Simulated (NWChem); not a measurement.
A calculation on tin monoxide (OSn)

```xyz
2

Sn     0.0000     0.0000     0.2536
O      0.0000     0.0000    -1.5848
```
Charge 0, spin multiplicity 1.

All runs are NWChem calculations. Structure: optimised with PBE0/def2-SVP with def2 effective core potentials on Sn, a minimum by its harmonic frequencies.

Effective core potentials replace the inner electrons of Sn; spin-orbit coupling is left out. The correlated methods keep 5 core orbitals frozen.

Worked example. A B2PLYP run in def2-SVP ends its self-consistent part (53 % exact exchange, 47 % B88, 73 % LYP) at -289.00583 Ha, and second-order perturbation theory on those orbitals gives -0.42220 Ha unscaled.

The perturbative term enters with the weight 0.27: -289.00583 + 0.27·(-0.42220) = -289.11982 Ha is the total energy.
